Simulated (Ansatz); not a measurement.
Ansatz (a program for electronic structure) input:

Ansatz 0.2 input:
```yaml
crystal:
  periodic: [false, false, false]
  atoms:
    - {symbol: O, position_ang: [-0.00000000, -0.00000000, -0.11564266]}
    - {symbol: H, position_ang: [0.00000000, 0.00000000, 0.92514126]}
basis:
  gaussian:
    orbitals: cc-pVQZ
hamiltonian:
  xc: pbe
total_charge: 1
magnetization: {spin_polarized: true, initial_magnetization: 2}
correlation: {method: rpa, electrons: outside_noble_gas}
```

### Question
Predict the final energy.

### Answer
-75.29947 Eh (RPA@PBE/cc-pVQZ). The basis has 85 functions.
